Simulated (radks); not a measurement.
Results of a calculation; reference values are marked as such.
Task: These are the eigenvalues of the occupied orbitals of an atom or ion with whole-number occupations (Ry). Level of theory: non-relativistic Kohn-Sham, PBEsol, spin-polarised, spherical densities, point nucleus (a radial shooting solver on a logarithmic mesh with Libxc functionals).

1s down: -513.4828
1s up: -513.4825
2s up: -63.78281
2s down: -63.59551
2p up: -55.66178
2p down: -55.52164
3s up: -11.17228
3s down: -10.78973
3p up: -8.76987
3p down: -8.39206
3d up: -4.82370

Which element is it, and in what charge state? The configuration may be excited. Open shells, if any, are filled with parallel spins first.

Result: Z = 26, iron, charge +4: Fe4+ in [Ar] 3d4. The list shows which subshells hold electrons but not how many an open one holds; the 1s level, -256.74 hartree, gives Z - s = 22.7 by -(Z - s)^2/2, which with screening narrows Z to a few neighbours, and the depths of the outer levels then fix element, charge and occupations together.
